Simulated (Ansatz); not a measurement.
`C=C(Br)BC` + HI → `C=C(I)BC` + HBr  (substitution at a C–Br bond)

Isolated molecules relaxed with PBE0-D4/def2-TZVP in Ansatz; ΔE leaves out vibrations. CCSD(T)/CBS is the MP2 limit (def2-TZVPP, def2-QZVPP) plus CCSD(T) − MP2 in def2-TZVPP, frozen cores. Functionals use def2-TZVPP. B3LYP here is the variant with VWN-RPA as its local correlation; programs differ in this. def2 core potentials past Kr. For Br, I outer-core shells are correlated without core-valence functions, which leaves a few kJ/mol of doubt a bond. Scalar relativity is left out up to krypton. Each species was taken in one conformer, which may not be the lowest.

```csv
level,ΔE (kJ/mol)
PBE-D4,-6.1
B3LYP-D4,-6.0
HF/def2-TZVPP,0.2
CCSD/def2-TZVPP,-5.3
```

(1) What does CCSD(T)/CBS give? (Best estimate.)

Largest T1 diagnostic among the species: 0.010.

## Answers

(1) Ansatz gave: -11.1 kJ/mol. The listed levels differ from it by 5.0, 5.1, 11.3, 5.8 kJ/mol.

In def2-TZVPP, CCSD(T) changes the Hartree–Fock value by −7.2 kJ/mol (the triples alone add −1.8 kJ/mol) and MP2 by −11.2 kJ/mol. The D4 term adds −3.3 kJ/mol with B3LYP and −1.8 kJ/mol with PBE0; it sums over pairs of atoms, weighted by their polarisabilities, and B3LYP, whose exchange is more repulsive, gets the larger term.
